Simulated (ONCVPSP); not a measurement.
Si (Z = 14): excitation energies, all-electron against ONCV

- Element: silicon (Si)
- Generator: ONCVPSP 4.0.1
- Type: optimised norm-conserving Vanderbilt (ONCV)
- Functional: LDA (Perdew-Wang 92)
- Relativity: scalar-relativistic
- Frozen core: [Ne]
- Valence charge: 4
- Reference configuration: 3s2 3p1.75 (charge +0.25)
- Partial waves: 3s: rc 1.70 bohr, ncon 3, nbas 7, qcut 3.2 1/bohr, 2 projectors, debl 1.6 Ha; 3p: rc 2.10 bohr, ncon 4, nbas 9, qcut 3.9 1/bohr, 2 projectors, debl 3.5 Ha; d scattering state at 0.1 Ha: rc 2.05 bohr, ncon 3, nbas 7, qcut 4.4 1/bohr, 2 projectors, debl 0.4 Ha
- Local potential: polynomial inside 1.10 bohr (lpopt 1, dvloc0 0 Ha)
- Core correction: none

Energies are relative to the spin-unpolarised reference configuration 3s2 3p1.75; without spin polarisation the order of configurations can differ from experiment.

(1) Give the all-electron excitation energy and the error of the potential for: 3s2 3p2; 3s2 3p1; 3s2 3p0; 3s1 3p0.

Levels in the configuration 3s2 3p2:

| level | all-electron (eV) | pseudo (eV) |
| --- | --- | --- |
| 3s | -10.879 | -10.878 |
| 3p | -4.163 | -4.163 |

Note: no bound ghost flagged; GHOST(+) flagged for s at 112.2 eV.

## Answers

(1)

```
valence configuration  charge  ΔE all-electron (eV)  error AE − PS (meV)
              3s2 3p2       0                -1.256                 +0.2
              3s2 3p1      +1                 6.567                 +2.0
              3s2 3p0      +2                22.674                  +30
              3s1 3p0      +3                56.813                 +204
```
